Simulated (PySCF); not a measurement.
Assigning NMR signals

Cartesian coordinates in Å; atom numbers follow the order of the lines, from 1:
```xyz
25

C     2.674   -0.966   -0.626
C     1.187   -0.887   -0.759
C     0.351   -0.230    0.035
O     0.757    0.493    1.126
Si    1.741    1.756    1.375
C    -1.149   -0.192   -0.074
C    -1.717   -1.310   -0.943
C    -1.551    1.161   -0.672
Si   -1.778   -0.320    1.741
H     3.158   -0.505   -1.487
H     3.021   -0.470    0.276
H     2.986   -2.010   -0.591
H     0.775   -1.438   -1.590
H     2.918    1.279    2.103
H     2.134    2.375    0.108
H     0.939    2.667    2.187
H    -1.383   -2.283   -0.591
H    -2.804   -1.288   -0.909
H    -1.414   -1.194   -1.983
H    -1.133    1.979   -0.091
H    -2.635    1.266   -0.684
H    -1.186    1.246   -1.697
H    -1.060   -1.402    2.412
H    -1.635    0.946    2.453
H    -3.207   -0.651    1.668
```

Method: GFN2-xTB geometry, shieldings: GIAO PBE0/pcSseg-1, in PySCF 2.14 (non-relativistic, equivalent nuclei averaged, one computed conformer, no solvent model).

Referencing at the same level of theory: 13C (186.93 ppm) and 1H (31.72 ppm) against TMS.

(1) Assign these signals to the numbered atoms. 13C{1H} NMR (computed): δ 169.5, 102.5, 33.2, 27.1, 14.5.

(2) Assign these signals to the numbered atoms. 1H NMR (400 MHz, computed): δ 5.15 (s, 3H), 4.67 (q, 1H), 3.85 (s, 3H), 1.82 (d, 3H), 1.22 (s, 6H).

## Answers

(1) 
| δ (ppm) | atoms | environment | reason |
| --- | --- | --- | --- |
| 169.5 | C3 | alkene carbon bearing oxygen | an sp2 carbon further deshielded by the attached heteroatom |
| 102.5 | C2 | β carbon of an enol-ether or enamine type C=C | the O or N lone pair pushes π density onto this β carbon and shields it |
| 33.2 | C6 | allylic fully substituted sp3 carbon bonded to Si | – |
| 27.1 | C7/C8 | methyl carbon | aliphatic region, no heteroatom directly attached |
| 14.5 | C1 | allylic methyl carbon | a saturated carbon with 1 carbon neighbour and no heteroatom attached |

(2) 
```tsv
δ (ppm)	atoms	environment	reason
5.15	H14/H15/H16	hydrogen on a silicon bonded to O	–
4.67	H13	hydrogen on a β carbon of an enol-ether or enamine type C=C	lone-pair donation from O or N shields it, upfield of ordinary alkene protons
3.85	H23/H24/H25	hydrogen on a silicon bonded to C	–
1.82	H10/H11/H12	hydrogen on an allylic methyl carbon	allylic position
1.22	H17/H18/H19/H20/H21/H22	hydrogen on a methyl carbon	–
```

Shifts are as computed. Against solution values, carbons near 30 ppm lie about +3 ppm off and those near 130 ppm about +5 ppm. Of 1211 compounds with measured shifts, 218 miss one by over three times the rms of a fit or turn the order of signals round; such compounds aren't used in these exercises. No couplings were computed; multiplicities are counted from neighbouring protons, with m where these are inequivalent, close in shift, in a saturated or five-membered ring or joined by F or P, and br s for small geminal =CH2 splittings.
